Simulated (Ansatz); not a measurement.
Hf3⁺ (the lowest doublet isomer of a short search). The state is a doublet with charge 1. Geometry PBE-D4/def2-TZVP, basis def2-TZVP, Ansatz.

```tsv
atom	x (Å)	y (Å)	z (Å)
Hf1	0.064	-1.028	1.194
Hf2	-1.006	-0.237	-1.191
Hf3	0.942	1.265	-0.003
```

| run | HOMO (eV) | LUMO (eV) |
| --- | --- | --- |
| A | -8.48 | -6.52 |
| B | -7.73 | -7.34 |
| C | -7.86 | -7.47 |
| D | -8.02 | -7.79 |
| E | -8.31 | -6.83 |
| F | -10.34 | -4.57 |

In the def2 sets Hf takes a core potential; there is no spin–orbit coupling. B3LYP takes the VWN-RPA correlation. The structure comes from a short search, and lower isomers may exist.

HOMO and LUMO are taken over both spins.

Problem. The runs used B3LYP, BLYP, LDA (SPW92), PBE, PBE0, ωB97M-V. Estimate which is which.

Solution. A PBE0 (25 % exact exchange); B BLYP (0 % exact exchange); C PBE (0 % exact exchange); D LDA (SPW92) (0 % exact exchange); E B3LYP (20 % exact exchange); F ωB97M-V (range-separated). Exact exchange lowers occupied and raises empty levels; among semilocal functionals meta-GGAs tend to open the gap a little, and such runs are hard to tell apart. The gap grows from 0.23 eV (LDA (SPW92)) to 5.77 eV (ωB97M-V). At PBE0-D4/def2-TZVP, B3LYP-D4/def2-TZVP, ωB97M-V/def2-TZVP the charge 1 doublet is spin-contaminated (final ⟨S²⟩ up to 0.99, 0.75 for a pure state).
